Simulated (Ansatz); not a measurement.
Steps of a relaxation of C2H4BrGaO with RKS PBE0-D4/def2-TZVP.

```sh
$ ansatz run in.yaml --threads 4 --pin off --events-out ev --progress --plain --max-ram 10444MiB
```

```yaml
crystal:
  periodic: [false, false, false]
  atoms:
    - {symbol: O, position_ang: [-0.018890, -1.377324, 0.901698]}
    - {symbol: C, position_ang: [0.489095, -0.323658, 0.253797]}
    - {symbol: Br, position_ang: [1.593992, 0.881614, 1.282320]}
    - {symbol: C, position_ang: [0.418833, -0.161053, -1.105528]}
    - {symbol: Ga, position_ang: [-1.411725, 1.515418, -0.681535]}
    - {symbol: H, position_ang: [-0.407492, -1.064615, 1.745198]}
    - {symbol: H, position_ang: [1.111762, 0.502625, -1.635575]}
    - {symbol: H, position_ang: [-0.135511, -0.916306, -1.684777]}
    - {symbol: H, position_ang: [-1.551664, 0.896798, 0.907302]}
basis:
  gaussian: {orbitals: def2-TZVP}
hamiltonian: {xc: pbe0, dispersion: d4}
relax: {f_tol: 0.005, max_steps: 150}
```

Positions (Å) and forces (eV/Å) along the path, 14 of 14 steps:

```xyz
9
step=1 energy=-126591.0766 eV
O    -0.019   -1.377    0.902   -0.095    0.664    0.383
C     0.489   -0.324    0.254    0.134    0.134   -0.815
Br    1.594    0.882    1.282   -0.327   -0.363   -0.280
C     0.419   -0.161   -1.106    0.208   -0.293    0.645
Ga   -1.412    1.515   -0.682   -0.041   -0.052    0.158
H    -0.407   -1.065    1.745    0.237   -0.246   -0.571
H     1.112    0.503   -1.636   -0.406   -0.309    0.325
H    -0.136   -0.916   -1.685    0.267    0.399    0.301
H    -1.552    0.897    0.907    0.023    0.066   -0.145
9
step=2 energy=-126591.1200 eV
O    -0.025   -1.363    0.898   -0.035    0.183    0.128
C     0.499   -0.328    0.244    0.126    0.080   -0.285
Br    1.587    0.867    1.266   -0.097   -0.112   -0.077
C     0.436   -0.177   -1.098    0.039   -0.104    0.244
Ga   -1.414    1.498   -0.667   -0.084    0.061    0.013
H    -0.421   -1.042    1.723    0.063   -0.101   -0.172
H     1.090    0.513   -1.619   -0.106   -0.140    0.092
H    -0.124   -0.913   -1.673    0.096    0.121    0.069
H    -1.541    0.897    0.910   -0.002    0.014   -0.014
9
step=3 energy=-126591.1244 eV
O    -0.004   -1.371    0.894   -0.042   -0.004   -0.033
C     0.524   -0.340    0.241    0.045    0.059   -0.028
Br    1.603    0.844    1.261    0.016    0.024    0.054
C     0.445   -0.183   -1.088    0.012   -0.056   -0.011
Ga   -1.470    1.532   -0.672    0.059   -0.035   -0.020
H    -0.402   -1.054    1.712   -0.048   -0.004    0.110
H     1.099    0.496   -1.608    0.007    0.095   -0.051
H    -0.116   -0.910   -1.659   -0.056   -0.048   -0.058
H    -1.590    0.940    0.902    0.007   -0.030    0.036
9
step=4 energy=-126591.1277 eV
O    -0.023   -1.357    0.894    0.013   -0.018   -0.010
C     0.520   -0.334    0.238    0.010    0.036   -0.001
Br    1.596    0.851    1.262    0.004   -0.003    0.005
C     0.450   -0.185   -1.095   -0.002   -0.027    0.027
Ga   -1.448    1.510   -0.661   -0.009    0.018   -0.013
H    -0.419   -1.034    1.712   -0.019   -0.007    0.020
H     1.097    0.502   -1.615    0.004    0.013   -0.017
H    -0.117   -0.910   -1.667   -0.005   -0.011   -0.019
H    -1.567    0.910    0.914    0.004   -0.003    0.008
9
step=5 energy=-126591.1279 eV
O    -0.017   -1.361    0.895   -0.010    0.006    0.001
C     0.517   -0.334    0.239    0.025    0.013   -0.013
Br    1.594    0.853    1.264   -0.005    0.003   -0.001
C     0.448   -0.187   -1.094   -0.006   -0.007    0.015
Ga   -1.446    1.516   -0.665   -0.003   -0.001    0.006
H    -0.419   -1.041    1.713   -0.004   -0.010    0.002
H     1.089    0.507   -1.615    0.007   -0.009   -0.006
H    -0.114   -0.916   -1.666   -0.002    0.006   -0.006
H    -1.562    0.916    0.911   -0.004    0.000    0.002
9
step=6 energy=-126591.1279 eV
O    -0.018   -1.359    0.894   -0.004    0.003   -0.001
C     0.518   -0.334    0.239    0.013    0.008   -0.001
Br    1.594    0.853    1.263   -0.001    0.001    0.000
C     0.449   -0.187   -1.094   -0.004   -0.007    0.009
Ga   -1.448    1.515   -0.662   -0.001    0.002    0.001
H    -0.419   -1.039    1.712   -0.005   -0.006    0.003
H     1.093    0.504   -1.616    0.000   -0.001   -0.005
H    -0.115   -0.914   -1.667    0.000    0.001   -0.005
H    -1.565    0.915    0.914    0.000   -0.001    0.000
9
step=7 energy=-126591.1280 eV
O    -0.017   -1.359    0.894    0.002   -0.009    0.001
C     0.520   -0.333    0.239   -0.002    0.004   -0.007
Br    1.593    0.856    1.263   -0.002   -0.002   -0.003
C     0.450   -0.188   -1.094    0.008    0.006    0.003
Ga   -1.445    1.518   -0.659    0.000    0.001    0.001
H    -0.423   -1.039    1.710   -0.002    0.003    0.005
H     1.092    0.503   -1.618   -0.001   -0.002    0.001
H    -0.115   -0.916   -1.666   -0.002   -0.002    0.000
H    -1.566    0.912    0.914    0.000   -0.001   -0.001
9
step=8 energy=-126591.1280 eV
O    -0.016   -1.359    0.895    0.001   -0.006   -0.005
C     0.520   -0.333    0.238    0.001    0.001   -0.007
Br    1.593    0.857    1.262    0.000    0.001   -0.001
C     0.450   -0.189   -1.094    0.005    0.004    0.002
Ga   -1.443    1.520   -0.657    0.000    0.001    0.001
H    -0.425   -1.038    1.708   -0.005    0.003    0.010
H     1.092    0.502   -1.619   -0.002   -0.001    0.001
H    -0.115   -0.916   -1.666   -0.001   -0.002   -0.001
H    -1.567    0.909    0.915    0.000   -0.001   -0.001
9
step=9 energy=-126591.1280 eV
O    -0.015   -1.358    0.896    0.002    0.001   -0.005
C     0.521   -0.333    0.238   -0.001   -0.006   -0.004
Br    1.592    0.860    1.260    0.001    0.003    0.002
C     0.451   -0.189   -1.095    0.002    0.000   -0.002
Ga   -1.441    1.523   -0.653    0.000    0.001    0.001
H    -0.429   -1.036    1.706   -0.002    0.001    0.006
H     1.092    0.501   -1.620   -0.001    0.001    0.002
H    -0.115   -0.917   -1.665    0.000   -0.001    0.000
H    -1.568    0.904    0.915    0.000    0.000    0.000
9
step=10 energy=-126591.1280 eV
O    -0.013   -1.359    0.896   -0.001    0.011    0.002
C     0.521   -0.333    0.238   -0.004   -0.009   -0.002
Br    1.590    0.864    1.258    0.002    0.003    0.003
C     0.452   -0.191   -1.095   -0.003   -0.005   -0.003
Ga   -1.436    1.527   -0.648   -0.001    0.002    0.001
H    -0.433   -1.035    1.704    0.004   -0.003   -0.003
H     1.092    0.500   -1.621    0.001    0.001    0.003
H    -0.114   -0.920   -1.665    0.001    0.001    0.001
H    -1.570    0.901    0.917    0.001   -0.002   -0.002
9
step=11 energy=-126591.1280 eV
O    -0.013   -1.359    0.897    0.001    0.012    0.003
C     0.521   -0.334    0.237   -0.008   -0.007    0.001
Br    1.588    0.865    1.258    0.003    0.002    0.002
C     0.452   -0.192   -1.095   -0.003   -0.006   -0.003
Ga   -1.435    1.529   -0.647    0.001   -0.001    0.002
H    -0.433   -1.034    1.704    0.005   -0.004   -0.006
H     1.092    0.499   -1.621    0.001    0.001    0.002
H    -0.115   -0.920   -1.665    0.002    0.002    0.001
H    -1.569    0.898    0.916   -0.002    0.001   -0.001
9
step=12 energy=-126591.1280 eV
O    -0.013   -1.358    0.897    0.001    0.007    0.003
C     0.521   -0.334    0.237   -0.003   -0.007    0.000
Br    1.589    0.864    1.257    0.000    0.002    0.000
C     0.452   -0.192   -1.096   -0.002   -0.003    0.000
Ga   -1.435    1.530   -0.646    0.001    0.000    0.000
H    -0.432   -1.034    1.704    0.003   -0.003   -0.005
H     1.092    0.499   -1.621    0.000    0.001    0.001
H    -0.114   -0.920   -1.665    0.000    0.002    0.001
H    -1.571    0.898    0.916    0.000    0.001    0.000
9
step=13 energy=-126591.1280 eV
O    -0.012   -1.359    0.897    0.000    0.006    0.003
C     0.521   -0.334    0.237   -0.002   -0.006    0.000
Br    1.588    0.866    1.257   -0.001    0.001    0.000
C     0.452   -0.192   -1.096   -0.002   -0.001    0.000
Ga   -1.433    1.532   -0.645    0.001   -0.001    0.001
H    -0.432   -1.034    1.704    0.002   -0.003   -0.004
H     1.092    0.499   -1.621    0.001    0.000    0.000
H    -0.114   -0.921   -1.665    0.000    0.002    0.001
H    -1.572    0.897    0.915    0.000    0.000    0.000
9
step=14 energy=-126591.1280 eV
O    -0.011   -1.359    0.898   -0.001    0.004    0.003
C     0.521   -0.335    0.237   -0.001   -0.002    0.002
Br    1.585    0.869    1.255    0.000   -0.001   -0.001
C     0.452   -0.194   -1.096   -0.001    0.001   -0.001
Ga   -1.428    1.537   -0.642    0.000    0.000    0.001
H    -0.432   -1.034    1.703    0.001   -0.003   -0.003
H     1.091    0.498   -1.622    0.001   -0.001   -0.001
H    -0.115   -0.923   -1.665    0.001    0.000    0.000
H    -1.575    0.894    0.915    0.000    0.000   -0.001
```

Run time 55 s (4 threads of an Intel Xeon Platinum 8488C on a shared host); peak host memory 0.75 GiB.
